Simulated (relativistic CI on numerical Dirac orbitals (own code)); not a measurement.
## Sensitivity of the levels of As¹⁶⁺ to α and to the nuclear radius

These numbers are calculated, not measured: Dirac-Coulomb-Breit CI, separate exchange-only KLI orbitals for each configuration, derivatives by finite differences, unscaled Slater integrals, QED left out (own radial code, finite nucleus).

Configurations in the expansion (outside the closed core [Ne]): 3s²3p⁵, 3s3p⁶, 3s²3p⁴3d, 3s3p⁵3d, 3p⁶3d, 3s3p⁴3d², 3p⁵3d², 3p⁴3d³. Double excitations out of closed p, d and f shells are left out; levels of such configurations are missing from the list, as are those of other unlisted configurations, and high levels can miss mixing partners.

With x = (α/α₀)² − 1 an excitation energy changes as ω = ω₀ + qx; K = 2q/ω₀ is the relative enhancement. Terms are leading LS components, so labels can repeat. The field-shift factor is F = δν/δ⟨r²⟩ for the transition from the lowest level.

Lowest level 3s²3p⁵ ²P°3/2.

```
         Level  ω₀ (cm⁻¹)  q (cm⁻¹)       K  F (GHz/fm²)
 3s²3p⁵ ²P°1/2      56207     58090    2.07       -0.368
   3s3p⁶ ²S1/2     447428     65960   0.295        -40.5
3s²3p⁴3d ⁴D5/2     585412     20830  0.0712         0.39
3s²3p⁴3d ⁴D3/2     587923     20320  0.0691        0.359
3s²3p⁴3d ⁴D7/2     589491     27820  0.0944        0.422
3s²3p⁴3d ⁴D1/2     594936     26980  0.0907        0.329
3s²3p⁴3d ⁴F9/2     628962     17720  0.0563         0.57
3s²3p⁴3d ²P1/2     638587     45000   0.141        0.148
3s²3p⁴3d ⁴F7/2     639227     15960  0.0499        0.469
3s²3p⁴3d ²D3/2     651138     24640  0.0757        0.229
3s²3p⁴3d ⁴P1/2     654905     29820  0.0911       -0.358
3s²3p⁴3d ²P3/2     659875     54280   0.165       0.0977
3s²3p⁴3d ⁴F5/2     660905     51320   0.155        0.243
```

At this charge energies of transitions that change n are usually good to better than 1 %, and those within a shell (Δn = 0) to a few per cent.
